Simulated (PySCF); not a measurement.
Computed with CAM-B3LYP-D3(BJ)/def2-TZVP (PySCF). Gas-phase values, no solvent. 

Reference species (SMILES): `B` (neutral, multiplicity 1).

```yaml
HOMO–LUMO gap: 10.58 eV
HOMO: -11.46 eV
```

Changed species: `ClBCl` (2 of 3 H replaced by Cl; the reference has 0 of 3 H replaced by Cl).

Problem. Predict the effect on the HOMO–LUMO gap and HOMO.

Solution. the HOMO–LUMO gap falls by 0.49 eV, to 10.09 eV; the HOMO rises by 0.80 eV, to -10.66 eV.
